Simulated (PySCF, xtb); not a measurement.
HO2, SMILES [O]O (connectivity only; charge and spin as stated), charge -1, multiplicity 1.

Harmonic wavenumbers (cm⁻¹) from GFN2-xTB in xtb 6.7.1 at its own minimum, in rising order: 999, 1169, 3541.

**Question.** What does PBE-D3(BJ)/def2-TZVPD (PySCF) give at its own minimum? (The exact figures need the calculation; the answer reports its results.)

**Answer.** 751, 1089, 3624. Paired by order, the mean absolute difference is 137 cm⁻¹ and the zero-point energies are 8.2 and 7.8 kcal/mol.
